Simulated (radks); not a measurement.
Values are calculated unless marked as measured or tabulated.
Ionisation of neutral nitrogen, [He] 2s2 2p3, to N+, [He] 2s2 2p2, under several functionals. Scalar-relativistic Kohn-Sham, spin-polarised, spherical densities, point nucleus; open shells are filled with parallel spins first; a radial shooting solver on a logarithmic mesh with Libxc functionals.

functional,E(N) (hartree),Exc (hartree),IE (eV),-e(HOMO) (eV),<r> HOMO (bohr),IE error (eV)
exchange-only B88,-54.43300,-6.57352,14.291,7.739,1.438,-0.243
SOGGA,-54.31659,-6.44850,14.761,8.177,1.435,+0.227
RPBE,-54.64033,-6.79046,14.869,8.264,1.436,+0.335
exchange-only PBE,-54.38986,-6.52492,14.277,7.740,1.444,-0.258
HCTH/407,-54.63101,-6.80052,15.328,8.662,1.402,+0.794

NIST Atomic Spectra Database: 14.534 eV (measured). Closest: SOGGA. The Delta-SCF values span 1.05 eV, the total energies 0.32 hartree. The highest occupied level is 2p. Open shells are spherical and high-spin; term and fine-structure splittings are not resolved.
